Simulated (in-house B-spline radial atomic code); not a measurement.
A radial electron density 4πr²n(r) was computed for an atom or ion in its tabulated ground configuration with an all-electron radial atomic-structure program (B-spline basis); method: non-relativistic PBE0, spin-polarised, spherical fractional occupations, exact exchange averaged over the configuration. Columns: r (bohr), 4πr²n(r) (electrons per bohr), bar.

```
 0.00205    1.042 #
  0.0025    1.506 #
 0.00305    2.164 ##
 0.00372    3.083 ###
 0.00453    4.342 ####
 0.00553    6.069 ######
 0.00674    8.345 ########
 0.00822    11.29 ###########
    0.01    14.92 ###############
  0.0122    19.31 ###################
  0.0149    24.26 ########################
  0.0182    29.39 #############################
  0.0221    33.93 #################################
   0.027     37.4 ####################################
  0.0329    38.88 ######################################
  0.0401    38.08 #####################################
  0.0489    35.48 ###################################
  0.0596    32.59 ################################
  0.0727    31.49 ###############################
  0.0886    33.76 #################################
   0.108    38.97 ######################################
   0.132    44.18 ###########################################
   0.161    45.11 ############################################
   0.196    39.88 #######################################
   0.239    30.93 ##############################
   0.291    24.08 #######################
   0.355    23.24 #######################
   0.433    26.72 ##########################
   0.527    28.76 ############################
   0.643     25.6 #########################
   0.784    18.42 ##################
   0.956    10.98 ###########
    1.17    5.794 ######
    1.42    3.242 ###
    1.73     2.02 ##
    2.11    1.268 #
    2.57   0.6729 #
    3.14   0.2625 
    3.83  0.07032 
    4.66  0.01198 
    5.69 0.001104 
    6.93 5.31e-05
```

Which atom or ion is it?
A. As2+
B. Ga2+
C. Br3+
D. Ge2+

D. The area under the curve, ∫4πr²n dr = ∫r·4πr²n d(ln r) on this logarithmic grid, is 30 electrons, which only this option has. The configuration is [Ar] 3d10 4s2.
